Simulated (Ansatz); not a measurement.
Calculation: PBE-D3(BJ)/def2-SVP in Ansatz (a first-principles code). No frequencies were computed at this level.

Ansatz 0.2 input:
```yaml
crystal:
  periodic: [false, false, false]
  atoms:
    - { symbol: W, position_ang: [0.017794, 0.002412, 0.002596] }
    - { symbol: Cl, position_ang: [-1.94217, -0.068093, 1.17837] }
    - { symbol: Cl, position_ang: [-1.096276, 0.475871, -1.937123] }
    - { symbol: Cl, position_ang: [-0.093595, -2.243733, -0.414533] }
    - { symbol: C, position_ang: [0.193295, 2.194652, 0.260591] }
    - { symbol: H, position_ang: [-0.806488, 2.62304, 0.451246] }
    - { symbol: H, position_ang: [0.549962, 2.730951, -0.631318] }
    - { symbol: H, position_ang: [0.818533, 2.575969, 1.077786] }
    - { symbol: C, position_ang: [1.972047, -0.052728, -1.037171] }
    - { symbol: H, position_ang: [1.812943, -0.273287, -2.107452] }
    - { symbol: H, position_ang: [2.646247, -0.852037, -0.695188] }
    - { symbol: H, position_ang: [2.593681, 0.851589, -1.029947] }
    - { symbol: C, position_ang: [1.027478, -0.318242, 1.947104] }
    - { symbol: H, position_ang: [2.117791, -0.203859, 1.995125] }
    - { symbol: H, position_ang: [0.839835, -1.348797, 2.29632] }
    - { symbol: H, position_ang: [0.649075, 0.315651, 2.762916] }
basis:
  gaussian: { orbitals: def2-svp }
hamiltonian:
  xc: pbe
  dispersion: d3bj
relax:
  max_steps: 150
```

Output:

```
[...]
mean field evaluation 4: about -42600.4503 eV, gradient 9.2e1 eV
mean field evaluation 8: about -42619.8743 eV, gradient 1.4e0 eV
mean field evaluation 16: about -42619.7808 eV, gradient 2.8e-2 eV
mean field -42619.78077019 eV, -1566.2480545795 hartree, gradient 4.6e-5 eV, S^2 0.000000; 0 other end points of the search recorded, 0 dependent functions left out
reference -42619.78083938 eV, -1566.2480571223 hartree; 46, 46 occupied and 127, 127 virtual orbitals, 1888 factors
relax step   1: F+E_penalty+E_count = -42620.37276100 eV  Δ(F+E_penalty+E_count) = +0.000e0 eV  max|allowed force component| = 1.104e0 eV/Å  Δτ_max = 0.0000 Å  (36 SCF iters, accepted)
these checks for a lower state are left out or cut short: starts, cluster_reference, orbital_swaps, neighbouring_geometries, increment
1888 factors; their error is unknown
mean field evaluation 32: about -42620.4310 eV, gradient 1.4e-5 eV
mean field -42620.43100509 eV, -1566.2719502714 hartree, gradient 1.4e-5 eV, S^2 0.000000; 0 other end points of the search recorded, 0 dependent functions left out
reference -42620.43107440 eV, -1566.2719528183 hartree; 46, 46 occupied and 127, 127 virtual orbitals, 1888 factors
relax step   2: F+E_penalty+E_count = -42621.02771341 eV  Δ(F+E_penalty+E_count) = -6.550e-1 eV  max|allowed force component| = 9.594e-1 eV/Å  Δτ_max = 0.1950 Å  (43 SCF iters, accepted)
these checks for a lower state are left out or cut short: starts, cluster_reference, orbital_swaps, neighbouring_geometries, increment
1888 factors; their error is unknown
mean field -42620.68623513 eV, -1566.2813298024 hartree, gradient 1.3e-5 eV, S^2 0.000000; 0 other end points of the search recorded, 0 dependent functions left out
reference -42620.68630295 eV, -1566.2813322945 hartree; 46, 46 occupied and 127, 127 virtual orbitals, 1888 factors
relax step   3: F+E_penalty+E_count = -42621.29458495 eV  Δ(F+E_penalty+E_count) = -2.669e-1 eV  max|allowed force component| = 4.865e-1 eV/Å  Δτ_max = 0.1949 Å  (44 SCF iters, accepted)
these checks for a lower state are left out or cut short: starts, cluster_reference, orbital_swaps, neighbouring_geometries, increment
1888 factors; their error is unknown
mean field -42620.77552565 eV, -1566.2846111683 hartree, gradient 1.8e-5 eV, S^2 0.000000; 0 other end points of the search recorded, 0 dependent functions left out
reference -42620.77559182 eV, -1566.2846136003 hartree; 46, 46 occupied and 127, 127 virtual orbitals, 1888 factors
relax step   4: F+E_penalty+E_count = -42621.39145096 eV  Δ(F+E_penalty+E_count) = -9.687e-2 eV  max|allowed force component| = 4.448e-1 eV/Å  Δτ_max = 0.1924 Å  (37 SCF iters, accepted)
these checks for a lower state are left out or cut short: starts, cluster_reference, orbital_swaps, neighbouring_geometries, increment
1888 factors; their error is unknown
mean field -42620.92710339 eV, -1566.2901815476 hartree, gradient 2.0e-5 eV, S^2 0.000000; 0 other end points of the search recorded, 0 dependent functions left out
reference -42620.92717124 eV, -1566.2901840411 hartree; 46, 46 occupied and 127, 127 virtual orbitals, 1888 factors
relax step   5: F+E_penalty+E_count = -42621.54439883 eV  Δ(F+E_penalty+E_count) = -1.529e-1 eV  max|allowed force component| = 3.541e-1 eV/Å  Δτ_max = 0.2000 Å  (37 SCF iters, accepted)
these checks for a lower state are left out or cut short: starts, cluster_reference, orbital_swaps, neighbouring_geometries, increment
1888 factors; their error is unknown
mean field evaluation 64: about -42621.0533 eV, gradient 1.4e-3 eV
mean field -42621.05329354 eV, -1566.2948189502 hartree, gradient 1.5e-5 eV, S^2 0.000000; 0 other end points of the search recorded, 0 dependent functions left out
reference -42621.05336181 eV, -1566.2948214589 hartree; 46, 46 occupied and 127, 127 virtual orbitals, 1888 factors
relax step   6: F+E_penalty+E_count = -42621.66469967 eV  Δ(F+E_penalty+E_count) = -1.203e-1 eV  max|allowed force component| = 3.752e-1 eV/Å  Δτ_max = 0.1944 Å  (37 SCF iters, accepted)
these checks for a lower state are left out or cut short: starts, cluster_reference, orbital_swaps, neighbouring_geometries, increment
1888 factors; their error is unknown
mean field -42621.13227503 eV, -1566.2977214661 hartree, gradient 1.2e-5 eV, S^2 0.000000; 0 other end points of the search recorded, 0 dependent functions left out
reference -42621.13234219 eV, -1566.2977239345 hartree; 46, 46 occupied and 127, 127 virtual orbitals, 1888 factors
relax step   7: F+E_penalty+E_count = -42621.74106816 eV  Δ(F+E_penalty+E_count) = -7.637e-2 eV  max|allowed force component| = 1.929e-1 eV/Å  Δτ_max = 0.2000 Å  (37 SCF iters, accepted)
these checks for a lower state are left out or cut short: starts, cluster_reference, orbital_swaps, neighbouring_geometries, increment
1888 factors; their error is unknown
mean field -42621.16091768 eV, -1566.2987740643 hartree, gradient 1.2e-5 eV, S^2 0.000000; 0 other end points of the search recorded, 0 dependent functions left out
reference -42621.16098421 eV, -1566.2987765093 hartree; 46, 46 occupied and 127, 127 virtual orbitals, 1888 factors
relax step   8: F+E_penalty+E_count = -42621.76647806 eV  Δ(F+E_penalty+E_count) = -2.541e-2 eV  max|allowed force component| = 9.426e-2 eV/Å  Δτ_max = 0.1975 Å  (37 SCF iters, accepted)
these checks for a lower state are left out or cut short: starts, cluster_reference, orbital_swaps, neighbouring_geometries, increment
1888 factors; their error is unknown
mean field -42621.16769946 eV, -1566.2990232901 hartree, gradient 1.2e-5 eV, S^2 0.000000; 0 other end points of the search recorded, 0 dependent functions left out
reference -42621.16776589 eV, -1566.2990257313 hartree; 46, 46 occupied and 127, 127 virtual orbitals, 1888 factors
relax step   9: F+E_penalty+E_count = -42621.77444215 eV  Δ(F+E_penalty+E_count) = -7.964e-3 eV  max|allowed force component| = 1.114e-1 eV/Å  Δτ_max = 0.1324 Å  (37 SCF iters, accepted)
these checks for a lower state are left out or cut short: starts, cluster_reference, orbital_swaps, neighbouring_geometries, increment
1888 factors; their error is unknown
mean field evaluation 96: about -42621.1697 eV, gradient 1.1e-5 eV
mean field -42621.16968487 eV, -1566.2990962525 hartree, gradient 1.1e-5 eV, S^2 0.000000; 0 other end points of the search recorded, 0 dependent functions left out
reference -42621.16975127 eV, -1566.2990986928 hartree; 46, 46 occupied and 127, 127 virtual orbitals, 1888 factors
relax step  10: F+E_penalty+E_count = -42621.77663288 eV  Δ(F+E_penalty+E_count) = -2.191e-3 eV  max|allowed force component| = 6.183e-2 eV/Å  Δτ_max = 0.0222 Å  (33 SCF iters, accepted)
these checks for a lower state are left out or cut short: starts, cluster_reference, orbital_swaps, neighbouring_geometries, increment
1888 factors; their error is unknown
mean field -42621.17202071 eV, -1566.2991820930 hartree, gradient 1.5e-5 eV, S^2 0.000000; 0 other end points of the search recorded, 0 dependent functions left out
reference -42621.17208683 eV, -1566.2991845231 hartree; 46, 46 occupied and 127, 127 virtual orbitals, 1888 factors
relax step  11: F+E_penalty+E_count = -42621.77888132 eV  Δ(F+E_penalty+E_count) = -2.248e-3 eV  max|allowed force component| = 6.011e-2 eV/Å  Δτ_max = 0.0501 Å  (32 SCF iters, accepted)
these checks for a lower state are left out or cut short: starts, cluster_reference, orbital_swaps, neighbouring_geometries, increment
1888 factors; their error is unknown
mean field -42621.17324042 eV, -1566.2992269166 hartree, gradient 2.0e-5 eV, S^2 0.000000; 0 other end points of the search recorded, 0 dependent functions left out
reference -42621.17330641 eV, -1566.2992293416 hartree; 46, 46 occupied and 127, 127 virtual orbitals, 1888 factors
relax step  12: F+E_penalty+E_count = -42621.77969027 eV  Δ(F+E_penalty+E_count) = -8.090e-4 eV  max|allowed force component| = 3.838e-2 eV/Å  Δτ_max = 0.0614 Å  (32 SCF iters, accepted)
these checks for a lower state are left out or cut short: starts, cluster_reference, orbital_swaps, neighbouring_geometries, increment
1888 factors; their error is unknown
mean field -42621.17385205 eV, -1566.2992493936 hartree, gradient 1.2e-5 eV, S^2 0.000000; 0 other end points of the search recorded, 0 dependent functions left out
reference -42621.17391802 eV, -1566.2992518178 hartree; 46, 46 occupied and 127, 127 virtual orbitals, 1888 factors
relax step  13: F+E_penalty+E_count = -42621.78016724 eV  Δ(F+E_penalty+E_count) = -4.770e-4 eV  max|allowed force component| = 2.601e-2 eV/Å  Δτ_max = 0.0455 Å  (32 SCF iters, accepted)
these checks for a lower state are left out or cut short: starts, cluster_reference, orbital_swaps, neighbouring_geometries, increment
1888 factors; their error is unknown
mean field -42621.17410007 eV, -1566.2992585083 hartree, gradient 2.3e-5 eV, S^2 0.000000; 0 other end points of the search recorded, 0 dependent functions left out
reference -42621.17416606 eV, -1566.2992609332 hartree; 46, 46 occupied and 127, 127 virtual orbitals, 1888 factors
relax step  14: F+E_penalty+E_count = -42621.78039772 eV  Δ(F+E_penalty+E_count) = -2.305e-4 eV  max|allowed force component| = 5.288e-2 eV/Å  Δτ_max = 0.0637 Å  (32 SCF iters, accepted)
these checks for a lower state are left out or cut short: starts, cluster_reference, orbital_swaps, neighbouring_geometries, increment
1888 factors; their error is unknown
mean field evaluation 128: about -42621.1741 eV, gradient 2.8e-1 eV
mean field -42621.17434498 eV, -1566.2992675086 hartree, gradient 1.1e-5 eV, S^2 0.000000; 0 other end points of the search recorded, 0 dependent functions left out
reference -42621.17441096 eV, -1566.2992699330 hartree; 46, 46 occupied and 127, 127 virtual orbitals, 1888 factors
relax step  15: F+E_penalty+E_count = -42621.78065347 eV  Δ(F+E_penalty+E_count) = -2.557e-4 eV  max|allowed force component| = 5.670e-2 eV/Å  Δτ_max = 0.0408 Å  (32 SCF iters, accepted)
these checks for a lower state are left out or cut short: starts, cluster_reference, orbital_swaps, neighbouring_geometries, increment
1888 factors; their error is unknown
mean field -42621.17440064 eV, -1566.2992695540 hartree, gradient 1.1e-5 eV, S^2 0.000000; 0 other end points of the search recorded, 0 dependent functions left out
reference -42621.17446652 eV, -1566.2992719749 hartree; 46, 46 occupied and 127, 127 virtual orbitals, 1888 factors
relax step  16: F+E_penalty+E_count = -42621.78075468 eV  Δ(F+E_penalty+E_count) = -1.012e-4 eV  max|allowed force component| = 2.235e-2 eV/Å  Δτ_max = 0.0099 Å  (33 SCF iters, accepted)
these checks for a lower state are left out or cut short: starts, cluster_reference, orbital_swaps, neighbouring_geometries, increment
1888 factors; their error is unknown
mean field -42621.17436567 eV, -1566.2992682686 hartree, gradient 1.1e-5 eV, S^2 0.000000; 0 other end points of the search recorded, 0 dependent functions left out
reference -42621.17443154 eV, -1566.2992706895 hartree; 46, 46 occupied and 127, 127 virtual orbitals, 1888 factors
relax step  17: F+E_penalty+E_count = -42621.78082840 eV  Δ(F+E_penalty+E_count) = -7.372e-5 eV  max|allowed force component| = 9.606e-3 eV/Å  Δτ_max = 0.0094 Å  (33 SCF iters, accepted)
these checks for a lower state are left out or cut short: starts, cluster_reference, orbital_swaps, neighbouring_geometries, increment
1888 factors; their error is unknown
mean field -42621.17439003 eV, -1566.2992691639 hartree, gradient 1.1e-5 eV, S^2 0.000000; 0 other end points of the search recorded, 0 dependent functions left out
reference -42621.17445591 eV, -1566.2992715851 hartree; 46, 46 occupied and 127, 127 virtual orbitals, 1888 factors
relax step  18: F+E_penalty+E_count = -42621.78085397 eV  Δ(F+E_penalty+E_count) = -2.557e-5 eV  max|allowed force component| = 6.818e-3 eV/Å  Δτ_max = 0.0126 Å  (33 SCF iters, accepted)
1888 factors; their error is unknown
mean field evaluation 160: about -42619.1509 eV, gradient 2.7e1 eV
mean field -42621.17439003 eV, -1566.2992691639 hartree, gradient 1.6e-5 eV, S^2 0.000000; 1 other end points of the search recorded, 0 dependent functions left out
reference -42621.17445591 eV, -1566.2992715851 hartree; 46, 46 occupied and 127, 127 virtual orbitals, 1888 factors
Total energy: -42621.78091985 eV, -1566.3215587239 hartree
Atom 0 at    -0.135827    -0.088829    -0.054750 Å, force    -0.001816    -0.000342    -0.002885 eV/Å
Atom 1 at    -1.513354    -1.329724     1.346111 Å, force    -0.000047    -0.000936     0.001419 eV/Å
Atom 2 at    -1.961273     0.962000    -1.036689 Å, force     0.000413     0.000402    -0.000027 eV/Å
Atom 3 at    -0.143794    -1.764281    -1.665284 Å, force     0.000117     0.000626     0.000948 eV/Å
Atom 4 at     0.506822     1.995207    -0.073056 Å, force    -0.001990     0.006167    -0.002281 eV/Å
Atom 5 at    -0.262904     2.574231     0.480228 Å, force     0.002443    -0.002242    -0.001537 eV/Å
Atom 6 at     0.477548     2.325644    -1.133417 Å, force    -0.001085    -0.001738     0.002660 eV/Å
Atom 7 at     1.502949     2.204687     0.351185 Å, force     0.000474    -0.001289     0.000563 eV/Å
Atom 8 at     1.979359    -0.222582    -0.568714 Å, force     0.004806    -0.003796    -0.003729 eV/Å
Atom 9 at     2.056143    -0.048318    -1.663064 Å, force    -0.000327    -0.000179     0.003489 eV/Å
Atom 10 at     2.286428    -1.272386    -0.373660 Å, force    -0.002486     0.002539    -0.000952 eV/Å
Atom 11 at     2.657475     0.464946    -0.036254 Å, force    -0.000483     0.001150     0.000764 eV/Å
Atom 12 at     0.862170     0.143605     1.870332 Å, force     0.000033    -0.001235     0.006818 eV/Å
Atom 13 at     1.780846     0.753628     1.875444 Å, force    -0.000015    -0.000070    -0.001112 eV/Å
Atom 14 at     1.091789    -0.878653     2.239299 Å, force    -0.000750     0.002851    -0.001563 eV/Å
Atom 15 at     0.115776     0.590185     2.561611 Å, force     0.000712    -0.001908    -0.002576 eV/Å
Dipole moment:     0.400416     0.232623     0.148799 e Å
```

Cost: roughly 2.5 core-minutes.
